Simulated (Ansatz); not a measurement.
Steps of a relaxation of C₂H₈SiTe (`CC[SiH2][TeH]`) with RKS PBE-D4/def2-SVP.

```sh
$ ansatz run in.yaml --threads 4 --pin off --events-out ev --progress --plain --max-ram 10444MiB
```

```yaml
crystal:
  periodic: [false, false, false]
  atoms:
    - {symbol: C, position_ang: [-0.432500, 1.422100, 0.121900]}
    - {symbol: C, position_ang: [-0.178900, 0.162400, 0.838500]}
    - {symbol: Si, position_ang: [0.964900, -0.905200, -0.168300]}
    - {symbol: Te, position_ang: [-0.016800, -1.602500, -2.279400]}
    - {symbol: H, position_ang: [-0.973900, 1.252900, -0.880100]}
    - {symbol: H, position_ang: [-1.164600, 2.101500, 0.727600]}
    - {symbol: H, position_ang: [0.480700, 2.042900, -0.062200]}
    - {symbol: H, position_ang: [0.331600, 0.408700, 1.813700]}
    - {symbol: H, position_ang: [-1.113100, -0.379500, 1.054800]}
    - {symbol: H, position_ang: [2.225800, -0.150400, -0.429800]}
    - {symbol: H, position_ang: [1.330100, -2.101500, 0.651500]}
    - {symbol: H, position_ang: [-1.376400, -2.306500, -1.354300]}
basis:
  gaussian: {orbitals: def2-SVP}
hamiltonian: {xc: pbe, dispersion: d4}
relax: {f_tol: 0.03, max_steps: 200}
```

Positions (Å) and forces (eV/Å) along the path, 6 of 6 steps:

```xyz
12
step=1 energy=-17364.0880 eV
C    -0.432    1.422    0.122   -2.253    2.611   -0.839
C    -0.179    0.162    0.839    0.651   -0.378    1.037
Si    0.965   -0.905   -0.168    0.694   -0.421    1.101
Te   -0.017   -1.603   -2.279   -1.386   -0.772   -0.357
H    -0.974    1.253   -0.880    0.697    0.206    0.872
H    -1.165    2.102    0.728    0.948   -0.706   -0.779
H     0.481    2.043   -0.062   -0.219   -0.266   -0.037
H     0.332    0.409    1.814   -0.222   -0.440   -0.275
H    -1.113   -0.380    1.055   -0.184   -0.183    0.173
H     2.226   -0.150   -0.430    0.176    0.118   -0.246
H     1.330   -2.102    0.651    0.112   -0.255    0.045
H    -1.376   -2.307   -1.354    0.986    0.484   -0.692
12
step=2 energy=-17364.3168 eV
C    -0.487    1.488    0.138   -0.628    0.937   -0.456
C    -0.168    0.199    0.859    0.124   -0.221    0.475
Si    0.970   -0.971   -0.087    0.164    0.010   -0.552
Te   -0.070   -1.674   -2.329    1.584    0.854   -0.631
H    -1.002    1.311   -0.844    0.201   -0.029    0.317
H    -1.172    2.166    0.727    0.350   -0.412   -0.185
H     0.422    2.089   -0.090   -0.027   -0.111    0.038
H     0.355    0.409    1.825   -0.078   -0.066   -0.057
H    -1.091   -0.354    1.124   -0.082   -0.053    0.054
H     2.217   -0.224   -0.500   -0.018   -0.091    0.033
H     1.363   -2.182    0.716   -0.067    0.020    0.029
H    -1.260   -2.312   -1.505   -1.522   -0.837    0.936
12
step=3 energy=-17364.4330 eV
C    -0.486    1.508    0.141   -0.239    0.439   -0.196
C    -0.168    0.200    0.851    0.077   -0.088    0.227
Si    0.990   -0.944   -0.113   -0.026   -0.118   -0.044
Te   -0.051   -1.690   -2.299    0.276    0.167   -0.224
H    -0.981    1.339   -0.841    0.055   -0.052    0.077
H    -1.169    2.161    0.734    0.094   -0.139   -0.016
H     0.427    2.107   -0.063    0.021   -0.049    0.021
H     0.333    0.387    1.829   -0.032   -0.002   -0.016
H    -1.096   -0.364    1.090    0.003   -0.026   -0.007
H     2.251   -0.213   -0.499   -0.021   -0.038   -0.048
H     1.356   -2.160    0.696    0.000    0.033    0.044
H    -1.330   -2.387   -1.494   -0.210   -0.127    0.181
12
step=4 energy=-17364.4388 eV
C    -0.494    1.514    0.141   -0.039    0.114   -0.061
C    -0.166    0.206    0.864   -0.003   -0.030    0.013
Si    0.967   -0.959   -0.113    0.123    0.038   -0.040
Te   -0.012   -1.668   -2.336   -0.159   -0.068    0.176
H    -0.999    1.326   -0.830    0.005   -0.022    0.002
H    -1.162    2.163    0.742   -0.010   -0.009    0.030
H     0.421    2.103   -0.080    0.002   -0.026    0.010
H     0.346    0.401    1.834    0.007   -0.015   -0.017
H    -1.091   -0.356    1.118   -0.004    0.004   -0.003
H     2.228   -0.248   -0.531    0.032    0.003    0.044
H     1.335   -2.158    0.721   -0.024   -0.013   -0.016
H    -1.297   -2.380   -1.495    0.070    0.022   -0.138
12
step=5 energy=-17364.4443 eV
C    -0.504    1.527    0.140   -0.029    0.011   -0.020
C    -0.148    0.221    0.857    0.030    0.023    0.027
Si    0.979   -0.960   -0.110   -0.005   -0.008   -0.003
Te   -0.036   -1.634   -2.329    0.006   -0.031    0.002
H    -1.018    1.333   -0.825    0.009   -0.025    0.000
H    -1.179    2.155    0.755   -0.006    0.017    0.018
H     0.396    2.134   -0.088    0.027   -0.012    0.007
H     0.373    0.419    1.820    0.006    0.022    0.017
H    -1.066   -0.345    1.128   -0.013   -0.025   -0.010
H     2.271   -0.293   -0.505   -0.011    0.013    0.005
H     1.294   -2.173    0.727   -0.017    0.010   -0.035
H    -1.284   -2.439   -1.536    0.003    0.005   -0.008
12
step=6 energy=-17364.4453 eV
C    -0.504    1.526    0.140    0.005   -0.003   -0.008
C    -0.149    0.222    0.863   -0.007    0.002    0.010
Si    0.975   -0.956   -0.110   -0.008    0.004    0.003
Te   -0.028   -1.644   -2.330   -0.001   -0.003   -0.007
H    -1.021    1.324   -0.820    0.005    0.004    0.001
H    -1.172    2.164    0.755    0.001    0.000    0.000
H     0.402    2.123   -0.093   -0.006   -0.001   -0.002
H     0.373    0.425    1.825    0.005    0.000    0.004
H    -1.066   -0.347    1.132   -0.007   -0.001    0.004
H     2.263   -0.280   -0.502    0.009    0.001   -0.002
H     1.290   -2.175    0.717    0.002   -0.001   -0.003
H    -1.287   -2.437   -1.543    0.002   -0.001   -0.001
```

It took 4.7 s on 4 threads of an Intel Xeon Platinum 8559C on a shared host, with 0.22 GiB of host memory at the peak.
